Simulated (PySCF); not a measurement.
Ti(OH)2(NH2)2 (H₆N₂O₂Ti), SMILES [OH][Ti]([NH2])([NH2])[OH], multiplicity 1. The structure is a stationary point at PBE-D3(BJ)/def2-SVP. The multiplicity is an assumed one; no other spin state was optimised. The structure was generated by enumeration; whether it is a known compound was not checked. The values are those of a single conformer.

**Question.** Give the equilibrium geometry at PBE-D3(BJ)/def2-SVP (PySCF confirms it by a frequency run) as bond lengths and angles. (The exact figures need the calculation; the answer reports its results.)

**Answer.** Several could match; the one computed here: 
Atoms: Ti1 O2 H3 O4 H5 N6 H7 H8 N9 H10 H11. Bonded distances (Å): Ti1–O2 1.815, Ti1–O4 1.816, Ti1–N6 1.894, Ti1–N9 1.891, O2–H3 0.973, O4–H5 0.973, N6–H7 1.026, N6–H8 1.024, N9–H10 1.026, N9–H11 1.026. Angles (°): O2–Ti1–O4 111.8, O2–Ti1–N6 109.5, O2–Ti1–N9 107.6, O4–Ti1–N6 107.9, O4–Ti1–N9 112.3, N6–Ti1–N9 107.5, Ti1–O2–H3 123.9, Ti1–O4–H5 125.4, Ti1–N6–H7 122.9, Ti1–N6–H8 125.5, H7–N6–H8 109.6, Ti1–N9–H10 124.2, Ti1–N9–H11 124.8, H10–N9–H11 109.6.
Charge 0, spin multiplicity 1.
